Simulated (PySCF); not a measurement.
Adding and removing an electron: TlBr

PBE; PySCF, scalar-relativistic core potentials, basis sets Tl cc-pVDZ-PP with ECP60, Br cc-pVDZ-PP with ECP10. Neutral (UKS): singlet (closed shell), Re = 2.689 Å, ωe = 185 cm⁻¹, De = 4.10 eV, HOMO -6.08 eV, LUMO -2.48 eV.

TlBr⁺ (UKS): doublet (π ↑), Re = 3.274 Å, ωe = 76.6 cm⁻¹. The energies at the minima are -589.46377 hartree for TlBr and -589.12859 for TlBr⁺.

Task: Work out the adiabatic ionisation energy, without and with harmonic zero-point energies (1 hartree = 27.2114 eV, 1 eV = 8065.5 cm⁻¹), and the change of the bond length.

Result: At PBE: 0.33518 hartree = 9.121 eV between the minima; the zero-point term (76.6 − 185.0)/2 cm⁻¹ = -0.007 eV makes it 9.114 eV. Re changes by +58.5 pm against the neutral. Minus the HOMO energy is 6.08 eV, -3.04 eV from the value between the minima; self-interaction puts the Kohn–Sham level too high, less so with exact exchange. The electron leaves a π orbital, and the ion is left as a loose complex of an ion and an atom.

Spin–orbit coupling is left out, which matters for elements this heavy, above all for dissociation energies. States were picked by a PBE0 search and need not be the measured ground states.
